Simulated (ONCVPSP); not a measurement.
Before and after: ONCV potential for oxygen

oxygen (O), optimised norm-conserving Vanderbilt (ONCV), made with ONCVPSP 4.0.1 (PBE, fully relativistic). Core [He], reference 2s2 2p4. Waves: 2s: rc 0.80 bohr, ncon 3, nbas 6, qcut 7.7 1/bohr, 3 projectors, debl 2.1 Ha; 2p: rc 1.40 bohr, ncon 5, nbas 8, qcut 11.7 1/bohr, 1 projector. Local part: polynomial inside 0.80 bohr (lpopt 5, dvloc0 0 Ha). Core correction: none.

Open shells are filled in proportion to 2j + 1.

Change: p: rc 1.5.

Cutoffs: the cutoffs (Ha) at which the residual kinetic energy of the hardest occupied pseudo-wave falls to 1 and 0.1 mHa per electron; they do not see the model core or the augmentation charge, which bear on the density cutoff. Errors are all-electron minus pseudo energies relative to the spin-unpolarised reference configuration.

Q: How do hardness, ghosts and transferability respond?

A: The potential gets neither clearly harder nor softer (64 Ha and 144 Ha → 64 Ha and 144 Ha); both files keep a bound ghost (s); of the 4 tests that both files solve, the error grows in 3 and shrinks in 0 by more than 15 % and 0.3 meV (median size 42.7 → 53.1 meV). More of the atom is replaced by a form fitted at one configuration, so other configurations suffer.

| quantity | base | changed |
| --- | --- | --- |
| cutoff, loose | 64 Ha | 64 Ha |
| cutoff, tight | 144 Ha | 144 Ha |
| loose cutoff by channel | s 64 Ha, p 41 Ha | s 64 Ha, p 38 Ha |
| bound ghosts | s | s |
| GHOST(+) flags under 300 eV | none | none |
| error for 2s2 2p3, meV [ΔE 16.43 eV] | +6.2 | +8.3 |
| error for 2s2 2p2, meV [ΔE 50.02 eV] | +72 | +93 |
| error for 2s2 2p1, meV [ΔE 103.89 eV] | +359 | +449 |
| error for 2s1 2p5, meV [ΔE 14.95 eV] | +13 | +13 |
| s: phases at 0.81 bohr within 0.05 rad from the reference energy up to (Ha; the scan ends near 5) | to the end of the scan | to the end of the scan |

 A true bound ghost makes a file unfit for plane-wave use even where its test errors are small: the radial tests pick states by their node count and pass the ghost by.
